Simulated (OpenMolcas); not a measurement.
Tc3+ (d4) among equal point charges was computed by CASSCF with the d shell active (OpenMolcas, ANO-RCC-VDZP on the metal). Its lowest spin-free states, and all those of the highest spin:

| 2S+1 | Degeneracy | E (cm-1) |
| --- | --- | --- |
| 5 | 1 | 0.0 |
| 3 | 2 | 6610 |
| 3 | 1 | 11777 |
| 5 | 1 | 12929 |
| 1 | 1 | 13676 |
| 1 | 2 | 15562 |
| 3 | 1 | 18023 |
| 3 | 1 | 18963 |
| 3 | 1 | 19991 |
| 5 | 1 | 20063 |
| 1 | 1 | 20338 |
| 3 | 2 | 20996 |
| 5 | 2 | 25909 |

Question: Is the site octahedral, tetrahedral or cube-like, axial, or of lower symmetry?

Answer: The states with 2S+1 = 5 have orbital degeneracies 1, 1, 1, 2. There are pairs but no triples, so the site is axial: not cubic, but with a proper or improper axis of order three or more. The run had Tc3+ among 6 point charges of -1.7 e arranged as a tetragonal octahedron (D4h), 1.69 Å from the ion, with the axial distance 1.960 Å. The active orbitals were held to one l.

Without dynamic correlation the repulsion within the d shell is too large (B by tens of per cent), so at a given field states of lower spin stand too high. This shell can be high or low spin here, a state of another spin lies low, and with metal d orbitals alone active their balance is uncertain, so the ground spin may be wrong. Point charges give a weaker field than real ligands, and real ions of this kind are as a rule low spin; the high spin found here belongs to the model. This is an electrostatic model: the charges have no orbitals. No measured value stands beside these numbers.
